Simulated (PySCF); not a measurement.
HOSi, SMILES O=[SiH] (connectivity only; charge and spin as stated), charge +1, multiplicity 1. Geometry optimised at PBE0-D3(BJ)/def2-TZVPD. The multiplicity is an assumed one; other spin states were not compared. The isomer is the one that the SMILES or the coordinates give; other isomers of the formula were not compared.

Level of theory: PBE0-D3(BJ)/def2-TZVPD in PySCF.

Harmonic wavenumbers (cm⁻¹): 443, 443, 1330, 2223. Rotational constants (GHz): 19.06 (linear); symmetry number 1.

Q: Work out the zero-point energy and the ideal-gas rigid-rotor harmonic-oscillator thermochemistry at 298.15 K and 1 atm.

A: ZPE = ½ Σ hcν = ½ × 4439 cm⁻¹ = 26.55 kJ/mol. H − E(el) = 36.67 kJ/mol. Entropy in J/(mol K): translation 156.25, rotation 56.43, vibration 6.95, total 219.62. G − E(el) = -28.81 kJ/mol. Cp = 41.20 J/(mol K).
